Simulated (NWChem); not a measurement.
System: C$_{2}$H$_{4}$BNO$_{2}$; SMILES OB1COC=N1

Parts of the log:

```
             Northwest Computational Chemistry Package (NWChem) 7.3.0
             --------------------------------------------------------

                             Geometry "geometry" -> ""
                             -------------------------

 Output coordinates in angstroms (scale by  1.889725989 to convert to a.u.)

  No.       Tag          Charge          X              Y              Z
 ---- ---------------- ---------- -------------- -------------- --------------
    1 O                    8.0000    -0.03484700     2.14133900     0.00000000
    2 B                    5.0000    -0.04441000     0.79113500     0.00000000
    3 C                    6.0000     1.17690700    -0.24408300     0.00000000
    4 O                    8.0000     0.48100600    -1.50247600     0.00000000
    5 C                    6.0000    -0.82605200    -1.21444100     0.00000000
    6 N                    7.0000    -1.25077300    -0.00978700     0.00000000
    7 H                    1.0000     0.84654700     2.52443400     0.00000000
    8 H                    1.0000     1.82800000    -0.21120300     0.88914500
    9 H                    1.0000     1.82800000    -0.21120300    -0.88914500
   10 H                    1.0000    -1.45243300    -2.11759400     0.00000000

 Effective nuclear repulsion energy (a.u.)     217.1270169733

                              NWChem Property Module
                              ----------------------

                                 NWChem DFT Module
                                 -----------------

 Summary of "ao basis" -> "ao basis" (spherical)
 ------------------------------------------------------------------------------
       Tag                 Description            Shells   Functions and Types
 ---------------- ------------------------------  ------  ---------------------
 O                           6-31g*                  6       14   3s2p1d
 B                           6-31g*                  6       14   3s2p1d
 C                           6-31g*                  6       14   3s2p1d
 N                           6-31g*                  6       14   3s2p1d
 H                           6-31g*                  2        2   2s

            General Information
            -------------------
          SCF calculation type: DFT
          Wavefunction type:  closed shell.
          No. of atoms     :    10
          No. of electrons :    44
           Alpha electrons :    22
            Beta electrons :    22
          Charge           :     0
          Spin multiplicity:     1
          Use of symmetry is: off; symmetry adaption is: off
          Maximum number of iterations: 150
          AO basis - number of functions:    92
                     number of shells:    44
          Convergence on energy requested:  1.00D-06
          Convergence on density requested:  1.00D-05
          Convergence on gradient requested:  5.00D-04

              XC Information
              --------------
                         B3LYP Method XC Potential
                     Hartree-Fock (Exact) Exchange  0.200
                        Slater Exchange Functional  0.800 local
                    Becke 1988 Exchange Functional  0.720 non-local
              Lee-Yang-Parr Correlation Functional  0.810
                  VWN I RPA Correlation Functional  0.190 local

             Grid Information
             ----------------
          Grid used for XC integration:  medium
          Radial quadrature: Mura-Knowles
          Angular quadrature: Lebedev.
          Tag              B.-S. Rad. Rad. Pts. Rad. Cut. Ang. Pts.
          ---              ---------- --------- --------- ---------
          O                   0.60       49          11.0       434
          B                   0.85       49           9.0       434
          C                   0.70       49          10.0       434
          N                   0.65       49           9.0       434
          H                   0.35       45          12.0       434
          Grid pruning is: on
          Number of quadrature shells:   474
          Spatial weights used:  Erf1

      Superposition of Atomic Density Guess
      -------------------------------------

 Sum of atomic energies:        -305.64196966

      Non-variational initial energy
      ------------------------------

 Total energy =    -308.864884
 1-e energy   =    -846.677110
 2-e energy   =     320.685209
 HOMO         =      -0.323141
 LUMO         =       0.022660

   convergence    iter        energy       DeltaE   RMS-Dens  Diis-err
 ---------------- ----- ----------------- --------- --------- ---------
 d= 0,ls=0.0,diis     1   -308.5786494066 -5.26D+02  1.70D-02  1.20D+00
 d= 0,ls=0.0,diis     2   -308.4149505398  1.64D-01  1.18D-02  2.83D+00
 d= 0,ls=0.0,diis     3   -308.7093431068 -2.94D-01  3.26D-03  1.15D-01
 d= 0,ls=0.0,diis     4   -308.7159925491 -6.65D-03  1.37D-03  6.44D-02
 d= 0,ls=0.0,diis     5   -308.7221177557 -6.13D-03  2.35D-04  9.54D-04
  Resetting Diis
 d= 0,ls=0.0,diis     6   -308.7221988955 -8.11D-05  8.01D-05  1.44D-04
 d= 0,ls=0.0,diis     7   -308.7222128209 -1.39D-05  4.42D-05  9.63D-06
 d= 0,ls=0.0,diis     8   -308.7222114601  1.36D-06  2.68D-05  2.40D-05
 d= 0,ls=0.0,diis     9   -308.7222137996 -2.34D-06  2.59D-06  1.39D-07
 d= 0,ls=0.0,diis    10   -308.7222138132 -1.36D-08  8.49D-07  1.30D-08

         Total DFT energy =     -308.722213813186
      One electron energy =     -850.699514944127
           Coulomb energy =      365.467689758902
    Exchange-Corr. energy =      -40.617405601262
 Nuclear repulsion energy =      217.127016973301

 Numeric. integr. density =       43.999992874952

                       DFT Final Molecular Orbital Analysis
                       ------------------------------------

 Vector   20  Occ=2.000000D+00  E=-3.210336D-01
              MO Center=  2.7D-01,  2.1D-02, -3.7D-09, r^2= 3.2D+00
   Bfn.  Coefficient  Atom+Function         Bfn.  Coefficient  Atom+Function
  ----- ------------  ---------------      ----- ------------  ---------------
    46      0.340153   4 O  py               32     -0.257539   3 C  py
    50      0.241241   4 O  py                3      0.232016   1 O  px
     4     -0.186459   1 O  py               31      0.183428   3 C  px
    18      0.179233   2 B  py               17     -0.174905   2 B  px
    74      0.169812   6 N  py                7      0.156811   1 O  px

 Vector   21  Occ=2.000000D+00  E=-2.753250D-01
              MO Center= -3.4D-01, -3.6D-01, -2.7D-09, r^2= 2.7D+00
   Bfn.  Coefficient  Atom+Function         Bfn.  Coefficient  Atom+Function
  ----- ------------  ---------------      ----- ------------  ---------------
    47      0.417567   4 O  pz               75     -0.390148   6 N  pz
    51      0.328127   4 O  pz               79     -0.283806   6 N  pz
     5      0.222126   1 O  pz                9      0.178632   1 O  pz
    61     -0.154363   5 C  pz               65     -0.094141   5 C  pz
    19     -0.092801   2 B  pz               33     -0.077597   3 C  pz

 Vector   22  Occ=2.000000D+00  E=-2.601382D-01
              MO Center= -1.0D+00, -4.7D-02,  5.3D-09, r^2= 1.9D+00
   Bfn.  Coefficient  Atom+Function         Bfn.  Coefficient  Atom+Function
  ----- ------------  ---------------      ----- ------------  ---------------
    73      0.509390   6 N  px               77      0.346522   6 N  px
    76     -0.225592   6 N  s                17     -0.193856   2 B  px
    34     -0.158618   3 C  s                31      0.141831   3 C  px
    36     -0.142374   3 C  py               48     -0.141689   4 O  s
    72     -0.141140   6 N  s                32     -0.137392   3 C  py

 Vector   23  Occ=0.000000D+00  E=-1.792868D-02
              MO Center= -3.4D-01, -3.3D-01,  3.6D-09, r^2= 3.0D+00
   Bfn.  Coefficient  Atom+Function         Bfn.  Coefficient  Atom+Function
  ----- ------------  ---------------      ----- ------------  ---------------
    65      0.480481   5 C  pz               61      0.461021   5 C  pz
    19     -0.337514   2 B  pz               23     -0.317738   2 B  pz
    88      0.295322   8 H  s                90     -0.295322   9 H  s
    47     -0.219091   4 O  pz               51     -0.212274   4 O  pz
    79     -0.211380   6 N  pz                9      0.200920   1 O  pz

 Vector   24  Occ=0.000000D+00  E= 5.761799D-02
              MO Center=  1.0D+00,  2.0D+00, -6.1D-10, r^2= 3.0D+00
   Bfn.  Coefficient  Atom+Function         Bfn.  Coefficient  Atom+Function
  ----- ------------  ---------------      ----- ------------  ---------------
    86      1.265467   7 H  s                 6     -0.879349   1 O  s
    34     -0.673746   3 C  s                 7     -0.442826   1 O  px
    48      0.367196   4 O  s                36      0.321567   3 C  py
     3     -0.266226   1 O  px               76     -0.255457   6 N  s
    88      0.252670   8 H  s                90      0.252670   9 H  s

 Vector   25  Occ=0.000000D+00  E= 8.172527D-02
              MO Center= -2.4D-01,  6.4D-02, -4.7D-09, r^2= 3.0D+00
   Bfn.  Coefficient  Atom+Function         Bfn.  Coefficient  Atom+Function
  ----- ------------  ---------------      ----- ------------  ---------------
    79     -0.535771   6 N  pz               23      0.488471   2 B  pz
    88     -0.441647   8 H  s                90      0.441647   9 H  s
    75     -0.409930   6 N  pz               65      0.389441   5 C  pz
    19      0.370598   2 B  pz               37      0.325792   3 C  pz
    61      0.246162   5 C  pz                9     -0.213335   1 O  pz

     Multipole analysis of the density
     ---------------------------------

     L   x y z        total         alpha         beta         nuclear
     -   - - -        -----         -----         ----         -------
     0   0 0 0     -0.000000    -22.000000    -22.000000     44.000000

     1   1 0 0      1.277124      0.877560      0.877560     -0.477997
     1   0 1 0      0.013747     -0.211730     -0.211730      0.437207
     1   0 0 1      0.000000      0.000000      0.000000      0.000000

     2   2 0 0    -25.393801    -74.718690    -74.718690    124.043579
     2   1 1 0      5.952294     -1.072711     -1.072711      8.097716
     2   1 0 1     -0.000000     -0.000000     -0.000000      0.000000
     2   0 2 0    -23.989048   -151.310891   -151.310891    278.632735
     2   0 1 1      0.000000      0.000000      0.000000      0.000000
     2   0 0 2    -24.511821    -15.079118    -15.079118      5.646416

 *** CALLING NEW AORESP DRIVER FOR CLOSED AND OPEN SHELLS ***
 Entering AOResponse driver routine

--------------------------------------------------------------------------------

          -----------------------------------------------
          Solving response equations for perturbing field
          -----------------------------------------------

 number of frequencies:     1
 frequency in a.u.:  0.7730000E-01
 Perturbing field: electric
 Using El. Dipole Length Gauge

 Setting up CPKS with frequency omega =      0.07730000 a.u.

                            NWChem Dynamic CPHF Module
                            --------------------------

    scftype = RHF
    nclosed =   22
      nopen =    0
  variables =     3080
  num. vecs =        3
  tolerance =   1.0D-04
  max. iter =   50

 SCF residual:    6.5289690148548232E-005

Iterative solution of linear equations
  No. of variables     3080
  No. of equations        3
  Maximum subspace       30
       Convergence  1.0D-04

   iter   nsub   residual    time
   ----  ------  --------  ---------
     1      3    6.66D+00      15.7
     2      6    2.42D+00      20.9
     3      9    4.11D-01      26.1
     4     12    1.71D-01      31.3
     5     15    3.49D-02      36.5
     6     18    9.29D-03      41.6
     7     21    1.53D-03      46.8
     8     24    1.39D-04      52.0
     9     27    2.50D-05      57.2

 Electric Dipole Response Matrix (nonzero elements):

              1        2        3
    1   44.5685   3.6959  -0.0000
    2    3.6959  52.1115   0.0000
    3   -0.0000   0.0000  26.3046

 ------------------------------------------
 average:        40.99488 + I       0.00000

 DFT Linear Response polarizability / au
 Frequency  =       0.0773000 / au
 Wavelength =     589.4353558 / nm
              X              Y              Z
 -----------------------------------------------
 X      44.5684683      3.6958615     -0.0000000
 Y       3.6958822     52.1115320      0.0000001
 Z      -0.0000000      0.0000001     26.3046481
 -----------------------------------------------
 Eigenvalues =      43.0594846     53.6205158     26.3046481
 Isotropic   =      40.9948828
 Anisotropic =      23.8580862
 -----------------------------------------------

 Magnetic Dipole Response Matrix (nonzero elements):

 Exiting AOResponse driver routine
```

Level: B3LYP/6-31G* (spherical d). The geometry was optimised at PBE0/def2-SVP. B3LYP is NWChem's, with the RPA form of VWN correlation.

Q: Which NWChem input produces such a log?

A: This is not unique; one that fits is the input that was run:
```
start job
memory heap 200 mb stack 900 mb global 1100 mb
geometry units angstroms noautosym nocenter noautoz
  O     -0.034847     2.141339     0.000000
  B     -0.044410     0.791135     0.000000
  C      1.176907    -0.244083     0.000000
  O      0.481006    -1.502476     0.000000
  C     -0.826052    -1.214441     0.000000
  N     -1.250773    -0.009787     0.000000
  H      0.846547     2.524434     0.000000
  H      1.828000    -0.211203     0.889145
  H      1.828000    -0.211203    -0.889145
  H     -1.452433    -2.117594     0.000000
end
basis spherical
  O library 6-31g*
  B library 6-31g*
  C library 6-31g*
  N library 6-31g*
  H library 6-31g*
end
dft
  xc b3lyp
  iterations 150
end
property
  response 1 0.0773
end
task dft property
```
